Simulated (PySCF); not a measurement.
# Xe (xenon, neutral): UHF calculation

Configuration: [Xe], closed-shell 1S. All numbers are calculated (PySCF 2.14, scalar relativity by spin-free X2C-1e, in ANO-RCC-VTZP).

| Item | Value |
| --- | --- |
| Total energy | -7443.220257 hartree |
| One-electron energy | -10196.4428 hartree |
| Hartree (Coulomb) energy | 2939.2316 hartree |
| Exchange energy | -186.0091 hartree |
| ⟨S²⟩ | 0.0000 |
| ⟨L²⟩ | 0.000 |
| Sum of ⟨r⟩ | 38.58 bohr |
| Sum of ⟨r²⟩ | 61.05 bohr² |
| Langevin diamagnetic susceptibility | -48.4 ×10⁻⁶ cm³/mol |

```csv
shell,electrons,mean orbital energy (hartree),"rms radius, mean of both spins (bohr)"
1s,2,-1275.98268,0.0305
2s,2,-202.32903,0.124
2p,6,-181.44717,0.111
3s,2,-42.98717,0.326
3p,6,-36.06093,0.326
3d,10,-25.73108,0.304
4s,2,-8.42550,0.762
4p,6,-6.13143,0.815
4d,10,-2.66500,0.946
5s,2,-1.00863,2.03
5p,6,-0.45585,2.48
```

Densities and radii are taken from the X2C orbitals without a picture-change correction, which distorts them close to the nucleus.

Spin-orbit constants ζ (cm⁻¹) from the X2C one-electron operator on these orbitals: bare nucleus, nucleus screened by l(l+1)(2l+1)/3 electrons, and screened by the Breit-Pauli mean field of the electrons.

| shell | bare | screened nucleus | mean field |
| --- | --- | --- | --- |
| 2p | 1726000 | 1662000 | n/a |
| 3p | 332200 | 319900 | n/a |
| 3d | 50680 | 41300 | n/a |
| 4p | 63560 | 61200 | n/a |
| 4d | 7510 | 6119 | n/a |
| 5p | 6016 | 5793 | n/a |
